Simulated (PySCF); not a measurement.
# Polarisability and C₆ of Mo (molybdenum, neutral)

[Kr] 4d5 5s1, high-spin 7S determinant. All numbers are calculated (PySCF 2.14, the spin-free X2C one-electron Hamiltonian (Gaussian nucleus), in x2c-TZVPPall with one added diffuse shell each of s, p, d, f type (9s7p7d3f1g, 95 functions)). Coupled (time-dependent) response in atomic units; α is the mean over directions.

```json
{"method": "LC-wPBE", "mean α (bohr³)": "94.71", "C₆ (like pair)": "1031", "S(−4)": "5675"}
```

S(−4) is the Cauchy moment in α(ω) = α(0) + S(−4) ω² + …

Reference α: 87 ± 6 bohr³ (recommended; Schwerdtfeger and Nagle, table of static dipole polarizabilities (2023 update)). Published C₆: 1030 (Gould and Bucko (2016)).

α(iu) at LC-wPBE:

```csv
u (hartree),α(iu) (bohr³)
0,94.71
0.0500,82.70
0.100,61.55
0.200,34.30
0.300,22.42
0.500,12.77
0.750,8.011
1.00,5.666
1.50,3.352
2.00,2.225
3.00,1.181
5.00,0.4940
```
